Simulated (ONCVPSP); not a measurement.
## Logarithmic derivatives: nickel (Ni), ONCV

nickel, optimised norm-conserving Vanderbilt (ONCV), made with ONCVPSP 4.0.1 (LDA (Perdew-Zunger), scalar-relativistic). Core [Ar], reference 3d8 4s0.5 (charge +1.5). Waves: 4s: rc 2.15 bohr, ncon 4, nbas 9, qcut 2.7 1/bohr, 1 projector; p scattering state at 0.26 Ha: rc 2.30 bohr, ncon 4, nbas 9, qcut 3.7 1/bohr, 2 projectors, debl 2.5 Ha; 3d: rc 1.65 bohr, ncon 4, nbas 9, qcut 8.5 1/bohr, 3 projectors, debl 1.3 Ha. Local part: polynomial inside 1.60 bohr (lpopt 5, dvloc0 0 Ha). Core correction: none.

In the p channel the program set the typed energies aside and used 0.050, 2.550 Ha.

The phase is arctan(r·R′/R) of the radial function R(r), unwrapped; energies in Ha, scanned from -2 to 5 Ha. A pole is an energy at which the radial function vanishes at the test radius. The pseudo phase is shifted by a multiple of π to meet the all-electron one at the reference energy, and phase errors are pseudo minus all-electron; the curves can meet again beyond the range given. Levels narrower than the energy grid can be missing from the lists of poles.

| channel | radius (bohr) | reference energy (Ha) | poles, all-electron | poles, pseudo | unbroken range about the reference energy with phases within 0.05 rad | phase error 1 Ha above the reference energy (rad) |
| --- | --- | --- | --- | --- | --- | --- |
| s | 2.18 | -0.65 | 0.82 | -0.09, 1.14 | below -0.2 | -3.076 |
| p | 2.33 | 0.05 | 1.06 | 1.05, 4.94 | below 4.5 | -0.001 |
| d | 1.68 | -0.86 | -0.54 | -0.54 | the whole range | +0.000 |

Phases in the d channel:

```json
{"E (Ha)": "-1.98", "all-electron": "1.008", "pseudo": "1.008"}
{"E (Ha)": "-1.80", "all-electron": "0.923", "pseudo": "0.923"}
{"E (Ha)": "-1.62", "all-electron": "0.791", "pseudo": "0.791"}
{"E (Ha)": "-1.44", "all-electron": "0.559", "pseudo": "0.559"}
{"E (Ha)": "-1.26", "all-electron": "0.110", "pseudo": "0.110"}
{"E (Ha)": "-1.08", "all-electron": "-0.583", "pseudo": "-0.583"}
{"E (Ha)": "-0.90", "all-electron": "-1.118", "pseudo": "-1.118"}
{"E (Ha)": "-0.72", "all-electron": "-1.403", "pseudo": "-1.403"}
{"E (Ha)": "-0.54", "all-electron": "-1.569", "pseudo": "-1.569"}
{"E (Ha)": "-0.36", "all-electron": "-1.682", "pseudo": "-1.682"}
{"E (Ha)": "-0.18", "all-electron": "-1.772", "pseudo": "-1.772"}
{"E (Ha)": "0.00", "all-electron": "-1.854", "pseudo": "-1.854"}
{"E (Ha)": "0.18", "all-electron": "-1.936", "pseudo": "-1.936"}
{"E (Ha)": "0.36", "all-electron": "-2.026", "pseudo": "-2.026"}
{"E (Ha)": "0.54", "all-electron": "-2.132", "pseudo": "-2.132"}
{"E (Ha)": "0.72", "all-electron": "-2.267", "pseudo": "-2.267"}
{"E (Ha)": "0.90", "all-electron": "-2.443", "pseudo": "-2.443"}
{"E (Ha)": "1.08", "all-electron": "-2.678", "pseudo": "-2.678"}
{"E (Ha)": "1.26", "all-electron": "-2.976", "pseudo": "-2.976"}
{"E (Ha)": "1.44", "all-electron": "-3.307", "pseudo": "-3.307"}
{"E (Ha)": "1.62", "all-electron": "-3.611", "pseudo": "-3.611"}
{"E (Ha)": "1.80", "all-electron": "-3.852", "pseudo": "-3.852"}
{"E (Ha)": "1.98", "all-electron": "-4.030", "pseudo": "-4.030"}
{"E (Ha)": "2.16", "all-electron": "-4.161", "pseudo": "-4.161"}
{"E (Ha)": "2.34", "all-electron": "-4.258", "pseudo": "-4.258"}
{"E (Ha)": "2.52", "all-electron": "-4.333", "pseudo": "-4.333"}
{"E (Ha)": "2.70", "all-electron": "-4.392", "pseudo": "-4.392"}
{"E (Ha)": "2.88", "all-electron": "-4.440", "pseudo": "-4.440"}
{"E (Ha)": "3.06", "all-electron": "-4.480", "pseudo": "-4.480"}
{"E (Ha)": "3.24", "all-electron": "-4.513", "pseudo": "-4.513"}
{"E (Ha)": "3.42", "all-electron": "-4.542", "pseudo": "-4.542"}
{"E (Ha)": "3.60", "all-electron": "-4.567", "pseudo": "-4.567"}
{"E (Ha)": "3.78", "all-electron": "-4.589", "pseudo": "-4.589"}
{"E (Ha)": "3.96", "all-electron": "-4.609", "pseudo": "-4.609"}
{"E (Ha)": "4.14", "all-electron": "-4.628", "pseudo": "-4.628"}
{"E (Ha)": "4.32", "all-electron": "-4.644", "pseudo": "-4.644"}
{"E (Ha)": "4.50", "all-electron": "-4.660", "pseudo": "-4.660"}
{"E (Ha)": "4.68", "all-electron": "-4.675", "pseudo": "-4.675"}
{"E (Ha)": "4.86", "all-electron": "-4.689", "pseudo": "-4.689"}
```
